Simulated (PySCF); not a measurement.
Species: C3H5FOSi.
Geometry (GFN2-xTB, Å), atoms numbered from 1 in this order:
```
atom  x, y, z in Å
C1    -1.2618   -0.3408   -0.8825
C2    -0.3551   -0.0436    0.0487
C3    -0.7444    0.1731    1.4387
O4     0.0558    0.4460    2.3002
Si5    1.5077    0.1455   -0.2284
F6     1.7106   -0.1309   -1.8082
H7    -0.9792   -0.5011   -1.9097
H8    -2.3137   -0.4325   -0.6512
H9    -1.8236    0.0734    1.6650
H10    1.9484    1.5134   -0.0209
H11    2.2609   -0.8998    0.4414
```

A calculation gives these core lines: C 1s: 290.90 (area 1), 291.30 (area 1), 293.64 (area 1) eV; O 1s: 538.07 eV; F 1s: 692.29 eV; Si 1s: 1847.88 eV; Si 2p3/2: 108.01 eV.

Computed, not measured: PySCF, delta-SCF UKS SCAN, pcX-2 on the ionised atom, pcseg-1 elsewhere, spin-free X2C. One conformer (not necessarily the lowest) at the GFN2-xTB geometry, without solvent, vibrations or thermal averaging.

Order the carbon atoms by C 1s binding energy.

290.90 eV: C2 (fully substituted alkene carbon); 291.30 eV: C1 (terminal =CH2 carbon); 293.64 eV: C3 (aldehyde carbon). Lowest listed C 1s: C2, bonded to C (double bond), C and Si. Highest, 2.74 eV above it: C3, bonded to O (double bond), C and H. Summing the Pauling electronegativity differences to the bonded atoms, each weighted by its formal bond order, gives -0.65 for the lowest site and +1.43 for the highest; no listed site has a larger sum than the highest. The smallest sum, -0.70, belongs to C1, 0.40 eV above the lowest.

Bonded neighbours of each site: C1: C (double bond) and 2 H; C2: C (double bond), C and Si; C3: O (double bond), C and H; O4: C (double bond); Si5: F, C and 2 H; F6: Si.

Which photon energy gives electrons from Si 1s of Si5 a kinetic energy of 50 eV, and what is their de Broglie wavelength?

hν = 1847.88 + 50 = 1897.88 eV, recoil neglected; λ = 12.264 Å/√(E/eV) = 1.73 Å.

The 2p values add to the ΔSCF energy of one spin-free hole a correction within the shell (spin–orbit coupling, ligand field). 2p1/2 minus 2p3/2 (ligand field included): Si 0.63 eV.
